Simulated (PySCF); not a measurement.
Structure problem from calculated spectra and properties.

Formula: C6H9FP2Si.

* 13C NMR: chemical shifts (computed TMS as zero) by class: 87.2 (1 C), 85.5 (1 C), 78.5 (1 C), 78.1 (1 C), 20.0 (1 C), 4.6 (1 C) ppm [GIAO PBE0/pcSseg-1]
* Rotational structure: rotational constants A, B, C: 0.827, 0.647, 0.485 GHz [GFN2-xTB]
* Dipole: 3.12 D [PBE0/pcSseg-1]
* 1H NMR: chemical shifts (computed TMS as zero) by class: 3.32 (1 H), 1.95 (3 H), 1.90 (2 H), 1.78 (1 H), 1.39 (2 H) ppm [GIAO PBE0/pcSseg-1]
* NMR, other nuclei: isotropic shieldings of nuclei other than C and H, by class: 349 (1 F), 286 (1 Si), 600 (1 P), 612 (1 P) ppm [GIAO PBE0/pcSseg-1]

The electronic properties come from PySCF, for the isolated species, density fitting. Levels stand in brackets. Isolated species at its GFN2-xTB geometry (one conformer only). NMR values are class means; diastereotopic atoms form classes of their own.

Q: Give a SMILES that accounts for the data.

A: Numbering: `[CH:1]#[C:2][C@@H:3]([C:4]#[C:5][CH3:6])[Si:7]([F:8])([PH2:9])[PH2:10]`. 6 carbons fall into 6 classes; from least to most shielded: alkyne carbon [C5] (87.2 ppm), alkyne carbon [C2] (85.5 ppm), terminal alkyne carbon [C1] (78.5 ppm), alkyne carbon [C4] (78.1 ppm), sp3 carbon bound to silicon [C3] (20.0 ppm), propargylic carbon [C6] (4.6 ppm). Hydrogen classes from least to most shielded: 1 H on an sp3 carbon bound to silicon, C3 (3.32 ppm), 3 H on a propargylic carbon, C6 (1.95 ppm), 2 H on a three-coordinate phosphorus, P9 (1.90 ppm, a mean of values up to 1.8 ppm apart in this geometry), 1 H on a terminal alkyne carbon, C1 (1.78 ppm), 2 H on a three-coordinate phosphorus, P10 (1.39 ppm). The other shieldings belong to: 349 ppm, silicon-bound fluorine [F8]; 286 ppm, fluorine-bound silicon [Si7]; 600 ppm, three-coordinate phosphorus [P10]; 612 ppm, three-coordinate phosphorus [P9]. The optimised geometry has point group C1 and is an asymmetric top. Structure: `C#C[C@@H](C#CC)[Si](F)(P)P`. The assignments are read from this structure; whether some other isomer fits the data as well wasn't checked. The mirror image fits equally.

Conformer computed: `[CH:1]#[C:2][C@@H:3]([C:4]#[C:5][CH3:6])[Si:7]([F:8])([PH2:9])[PH2:10]`: C2–C3–Si7–F8 77°, H–P9–Si7–C3 25°, H–P9–Si7–C3 -68°, H–P10–Si7–C3 82°, H–P10–Si7–C3 175°.
